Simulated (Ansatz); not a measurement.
Geometry optimisation, Ansatz 0.2.0, RKS BHLYP-D4/def2-SVP.

The input (input.yaml):

```yaml
crystal:
  periodic: [false, false, false]
  atoms:
    - { symbol: Al, position_ang: [-0.684716, -0.820183, 0.135206] }
    - { symbol: Br, position_ang: [1.645131, 1.871595, -0.900392] }
    - { symbol: Cl, position_ang: [0.391174, -2.505437, -0.389991] }
    - { symbol: Cl, position_ang: [-2.447102, -0.225469, -0.76673] }
    - { symbol: H, position_ang: [1.201541, 1.561399, 0.466928] }
    - { symbol: F, position_ang: [-0.106027, 0.118094, 1.45498] }
basis:
  gaussian: { orbitals: def2-SVP }
hamiltonian:
  xc: { name: BHLYP }
  dispersion: d4
relax:
  f_tol: 0.03
  max_steps: 50
output:
  orbitals: {}
```

Launched with:

```bash
$ ansatz run input.yaml --threads 2 --pin off --max-ram 3072MiB --backend cpu --events-out ev --progress --plain --runs-dir out
```

**Question.** Where does it end, and by what steps?

**Answer.** The forces met the threshold. After 9 steps the energy has fallen by 0.318 eV; Br2 moved furthest, 0.73 Å. Joined: Al1–Br2 (3.71 → 2.71 Å).

| step | energy less start (eV) | largest force component (eV/Å) | accepted |
| --- | --- | --- | --- |
| 0 | 0.0000 | 1.452 | yes |
| 1 | -0.1306 | 0.658 | yes |
| 2 | -0.1948 | 0.402 | yes |
| 3 | -0.2625 | 0.473 | yes |
| 4 | -0.2509 | 0.498 | no |
| 5 | -0.2905 | 0.321 | yes |
| 6 | -0.3065 | 0.280 | yes |
| 7 | -0.3135 | 0.361 | yes |
| 8 | -0.3115 | 0.099 | no |
| 9 | -0.3177 | 0.019 | yes |

```xyz
6
Properties=species:S:1:pos:R:3
Al -0.493 -0.596 0.082
Br 1.176 1.309 -0.873
Cl 0.500 -2.346 -0.452
Cl -2.294 -0.087 -0.830
H 1.290 1.679 0.495
F -0.179 0.042 1.578
```

Whether the end is a true minimum wasn't checked by a vibrational analysis.

Time of the run: 26 s on 2 threads of AMD EPYC 7R13 Processor (Zen 3), with other jobs on the host, peak memory 0.28 GiB.
